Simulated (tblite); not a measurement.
C2H7BrCl2Si2.
Atom-mapped SMILES: `[SiH3:1][SiH2:2][C@@H:3]([Br:4])[CH:5]([Cl:6])[Cl:7]` (hydrogens: H8, H9, H10 on Si1; H11, H12 on Si2; H13 on C3; H14 on C5)

Computed with GFN2-xTB (tblite), gas phase: L-BFGS steps from a force-field or distance-geometry start until the largest atomic force falls under 0.01 eV/Å.

Step 46: E = -666.1114 eV
```
atom  x, y, z in Å  |  force x, y, z in eV/Å
Si1     2.3493    0.2490    0.5853   -0.011   0.040  -0.042
Si2     0.5212    0.4093   -0.8432    0.034  -0.101   0.169
C3     -0.9569   -0.7724   -0.3791    0.022   0.039  -0.042
Br4    -0.3952   -2.2225    0.8200   -0.023   0.000  -0.046
C5     -2.0925   -0.0511    0.2878    0.020   0.056  -0.008
Cl6    -2.9562    0.9301   -0.9272    0.047  -0.047   0.076
Cl7    -1.4596    1.0175    1.5647   -0.030  -0.031  -0.002
H8      3.5141    0.4571   -0.2749    0.068   0.018  -0.025
H9      2.3556    1.3182    1.5819   -0.047   0.031   0.040
H10     2.5535   -1.0200    1.2852   -0.075   0.027  -0.040
H11     0.8424   -0.0432   -2.2027   -0.011  -0.045  -0.064
H12    -0.1100    1.7192   -1.0066    0.031   0.011  -0.014
H13    -1.3342   -1.2819   -1.2654   -0.037  -0.024   0.008
H14    -2.8320   -0.7101    0.7520    0.013   0.026  -0.011
```

Step 47: E = -666.1141 eV
```
atom  x, y, z in Å  |  force x, y, z in eV/Å
Si1     2.3421    0.2539    0.5930   -0.041   0.040  -0.052
Si2     0.5246    0.4075   -0.8532    0.006  -0.119   0.181
C3     -0.9586   -0.7711   -0.3866    0.025   0.074  -0.054
Br4    -0.3898   -2.2275    0.7927   -0.004  -0.055  -0.001
C5     -2.0850   -0.0494    0.2981    0.035   0.056  -0.038
Cl6    -2.9659    0.9263   -0.9052    0.024  -0.006   0.038
Cl7    -1.4317    1.0275    1.5602   -0.042  -0.064  -0.010
H8      3.5112    0.4652   -0.2595    0.079   0.033  -0.025
H9      2.3339    1.3135    1.6005   -0.043   0.031   0.023
H10     2.5436   -1.0188    1.2858   -0.073   0.016  -0.033
H11     0.8530   -0.0600   -2.2062   -0.005  -0.048  -0.058
H12    -0.1130    1.7111   -1.0398    0.035   0.019  -0.008
H13    -1.3431   -1.2743   -1.2742   -0.049   0.005   0.028
H14    -2.8218   -0.7047    0.7723    0.052   0.019   0.010
```

Step 48: E = -666.1168 eV
```
atom  x, y, z in Å  |  force x, y, z in eV/Å
Si1     2.3331    0.2600    0.6002   -0.037   0.042  -0.043
Si2     0.5276    0.4032   -0.8611   -0.018  -0.092   0.111
C3     -0.9605   -0.7686   -0.3955    0.016   0.078  -0.046
Br4    -0.3815   -2.2323    0.7630    0.003  -0.107   0.036
C5     -2.0759   -0.0466    0.3085    0.042   0.036  -0.056
Cl6    -2.9759    0.9222   -0.8805   -0.009   0.049  -0.017
Cl7    -1.4020    1.0369    1.5549   -0.044  -0.084  -0.005
H8      3.5090    0.4748   -0.2425    0.073   0.046  -0.016
H9      2.3098    1.3084    1.6203   -0.039   0.027  -0.001
H10     2.5302   -1.0170    1.2853   -0.066   0.003  -0.026
H11     0.8641   -0.0798   -2.2095   -0.007  -0.041  -0.015
H12    -0.1148    1.7019   -1.0752    0.049   0.003   0.004
H13    -1.3549   -1.2652   -1.2833   -0.051   0.033   0.043
H14    -2.8090   -0.6988    0.7933    0.089   0.006   0.032
```

Step 49: E = -666.1192 eV
```
atom  x, y, z in Å  |  force x, y, z in eV/Å
Si1     2.3249    0.2660    0.6046   -0.003   0.040  -0.020
Si2     0.5295    0.3973   -0.8650   -0.024  -0.037  -0.005
C3     -0.9619   -0.7656   -0.4036    0.001   0.043  -0.017
Br4    -0.3726   -2.2364    0.7392   -0.008  -0.131   0.049
C5     -2.0676   -0.0437    0.3159    0.032   0.009  -0.051
Cl6    -2.9839    0.9199   -0.8604   -0.036   0.096  -0.065
Cl7    -1.3787    1.0428    1.5501   -0.035  -0.080   0.012
H8      3.5084    0.4836   -0.2288    0.050   0.052  -0.001
H9      2.2895    1.3045    1.6358   -0.036   0.024  -0.024
H10     2.5163   -1.0148    1.2836   -0.056  -0.005  -0.021
H11     0.8728   -0.0973   -2.2111   -0.013  -0.029   0.037
H12    -0.1141    1.6937   -1.1021    0.063  -0.018   0.016
H13    -1.3667   -1.2569   -1.2898   -0.045   0.044   0.044
H14    -2.7966   -0.6939    0.8095    0.110  -0.009   0.046
```

Q: Estimate the geometry and energy of step 50. (The exact step hangs on the optimiser's Hessian estimate; all steps are aligned on step 49, rigid shifts and turns removed.)

A: E = -666.1216 eV, largest force 0.146 eV/Å
```
atom  x, y, z in Å  |  force x, y, z in eV/Å
Si1     2.3170    0.2719    0.6082    0.040   0.031   0.003
Si2     0.5305    0.3910   -0.8676   -0.009   0.025  -0.115
C3     -0.9634   -0.7624   -0.4116   -0.018  -0.018   0.025
Br4    -0.3647   -2.2425    0.7181   -0.032  -0.122   0.036
C5     -2.0593   -0.0406    0.3212    0.004  -0.012  -0.029
Cl6    -2.9926    0.9190   -0.8436   -0.042   0.114  -0.081
Cl7    -1.3570    1.0471    1.5447   -0.024  -0.063   0.028
H8      3.5076    0.4931   -0.2169    0.020   0.054   0.020
H9      2.2702    1.3015    1.6489   -0.031   0.021  -0.042
H10     2.5025   -1.0131    1.2816   -0.043  -0.003  -0.019
H11     0.8822   -0.1139   -2.2108   -0.020  -0.019   0.076
H12    -0.1119    1.6859   -1.1248    0.070  -0.034   0.025
H13    -1.3793   -1.2484   -1.2952   -0.031   0.043   0.034
H14    -2.7824   -0.6895    0.8257    0.117  -0.016   0.040
```

The energy changes by -0.0024 eV. The first-order estimate −F·Δx gives -0.0032 eV and the mean of the old and new forces, exact on a quadratic surface, -0.0023 eV. The step makes an angle of 81° with the force vector and moves no atom by more than 0.024 Å.

What follows is the cost of the whole relaxation. Hardware: one thread of an Arm Neoverse N1, shared host. Cost: 2.8 s.
